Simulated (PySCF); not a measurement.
A ladder of Hamiltonians for Se(28+) (selenium, charge +28)

Occupied: 1s1/2, 2s1/2, 2p1/2. Hartree-Fock calculated with PySCF 2.14 in an even-tempered Gaussian basis (16 s from 3.1 bohr⁻², ratio 2.7; 12 p from 3.7 bohr⁻², ratio 2.7), Gaussian nucleus throughout. NR is non-relativistic, sf-X2C the spin-free one-electron X2C Hamiltonian, X2C adds the bare one-electron spin-orbit term, X2C-SNSO screens it by Boettger's factors, DC is four-component Dirac-Coulomb, and the Gaunt and Breit terms are added at first order (total energies over the DC spinors, levels after relaxing the spinors in that mean field). QED terms are absent. Levels marked empty are virtual spinors of this ion.

```tsv
Hamiltonian	E (hartree)	E − E(DC) (hartree)	CPU seconds
X2C	-1652.2352	0.1859	0.15
X2C-SNSO	-1652.0808	0.3402	0.15
DC	-1652.4210	0.0000	4.9
DC+Gaunt	-1651.5566	0.8644	9.3
DC+Breit	-1651.6006	0.8204	32
```

```csv
level (eV),X2C,X2C-SNSO,DC,DC+Gaunt,DC+Breit
1s1/2,-14613.3,-14613.6,-14619.3,-14602.0,-14602.5
2s1/2,-3242.2,-3242.3,-3243.0,-3241.4,-3241.5
2p1/2,-3152.5,-3150.5,-3150.9,-3147.6,-3148.0
2p3/2 (empty),-2960.3,-2961.3,-2961.3,-2959.7,-2960.1
3s1/2 (empty),-1305.5,-1305.5,-1305.6,-1305.2,-1305.3
```

Weight of the small component: 1s1/2 0.0153, 2s1/2 0.00337, 2p1/2 0.00335, 2p3/2 0.00322, 3s1/2 0.00133.

Koopmans' value for the highest occupied level at DC+Breit: 3148.0 eV, against an ionisation energy of 3146 ± 3 eV (semi-empirical (NIST evaluation); NIST Atomic Spectra Database, ionization energies); the former lacks relaxation, correlation, QED and recoil.

The whole ladder took 48 s of wall time on 1 thread of Intel(R) Xeon(R) Platinum 8488C (shared host), launched as `OMP_NUM_THREADS=1 python relrun2.py TASK.json OUT` (a driver that calls PySCF for each Hamiltonian).
